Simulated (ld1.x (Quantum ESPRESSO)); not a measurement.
# Building the RRKJ potential for Co (Z = 27) (PBEsol, scalar-relativistic).

ld1.x (Quantum ESPRESSO) 7.5 input, shortened:

```
&input
   title='Co', zed=27., rel=1, dft='PBESOL', iswitch=3,
   config='[Ar] 3d7 4s2 4p0 4f-2'
 /
 &inputp
   pseudotype=2, tm=.false., lloc=1,
   nlcc=.true., rcore=0.45
 /
4
3S  1  0   2.00   0.00  0.90  0.90  0.0
3D  3  2   7.00   0.00  1.65  1.65  0.0
4F  4  3  -2.00   0.40  1.40  1.40  0.0
3P  2  1   6.00   0.00  1.10  1.10  0.0
 &test
   configts(1)='3s2 3p6 3d7 4s2 4p0'
 /
```

Occupied shells without a wave of their own: 4s. They enter only through the test configuration that unscreens the potential, and ld1.x also counts them in the model core charge.

All-electron outer shells of the reference configuration (PBEsol, scalar-relativistic, ld1.x):

| shell | level (eV) | outermost node (bohr) | outermost maximum (bohr) |
| --- | --- | --- | --- |
| 2s | -898.08 | 0.08 | 0.21 |
| 2p | -769.45 | – | 0.17 |
| 3s | -102.14 | 0.31 | 0.66 |
| 3p | -65.51 | 0.28 | 0.68 |
| 3d | -8.23 | – | 0.66 |
| 4s | -5.49 | 0.96 | 2.32 |
| 4p | -1.25 | 1.05 | 3.21 |

Task: Estimate the cutoffs (Ry, on a coarse ladder) from which the occupation-weighted sum of valence levels, in a spherical-Bessel basis at the reference potential, stays within 10 and 1 mRy of its value at 400 Ry.

Result: 140 Ry and 200 Ry.

Task: Does the potential have ghost states?

Result: No extra level below or beside the all-electron valence levels (s, d, f, p tested).

Task: Tests: 3s2 3p6 3d7 4s1 4p0; 3s2 3p6 3d7 4s0 4p0; 3s2 3p6 3d6 4s0 4p0; 3s2 3p6 3d6 4s2 4p1; 3s2 3p5 3d7 4s2 4p0; 3s2 3p6 3d5 4s0 4p0; 3s2 3p6 3d7 4s1.5 4p0. Which has the largest error in its energy relative to the reference configuration, and how large is it?

Result: 3s2 3p6 3d6 4s0 4p0, with -1491 meV (all-electron minus pseudo) on +61.58 eV.

ld1.x takes every shell without a wave as core, so the model core holds the 4s electrons as well and exchange and correlation see them twice. This cancels in the reference configuration, but the file is broken for other ones, and its errors say nothing about a proper core correction.
